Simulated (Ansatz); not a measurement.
Consider the formal exchange of groups at a C–O bond: `BC[O][AlH][Cl]` + `C1C[SiH2]1` → `BC[SiH]1CC1` + `[OH][AlH][Cl]`.

Program: Ansatz. Geometries: PBE0-D4/def2-TZVP. ΔE: electronic, gas phase. CCSD(T)/CBS is the MP2 limit (def2-TZVPP, def2-QZVPP) plus CCSD(T) − MP2 in def2-TZVPP, frozen cores. This one scheme is used for every species. One conformer a species, not always the lowest.

```csv
species,CCSD/CBS(def2) energy (Eh)
`BC[O][AlH][Cl]`,-842.87425
`C1C[SiH2]1`,-368.72667
`BC[SiH]1CC1`,-433.37010
`[OH][AlH][Cl]`,-778.27653
```

Problem. Work out ΔE.

Solution. ΔE = (-433.37010) + (-778.27653) − (-842.87425) − (-368.72667) = -0.04571 Eh = -1.24 eV. CCSD(T)/CBS gives -1.30 eV.

Largest T1 diagnostic among the species: 0.012.

In def2-TZVPP, CCSD(T) changes the Hartree–Fock value by −0.35 eV (the triples alone add −0.06 eV) and MP2 by −0.47 eV. The D4 term adds −0.04 eV with B3LYP and −0.02 eV with PBE0; it sums over pairs of atoms, weighted by their polarisabilities, and B3LYP, whose exchange is more repulsive, gets the larger term.

B3LYP here is the variant with VWN-RPA as its local correlation; programs differ in this.
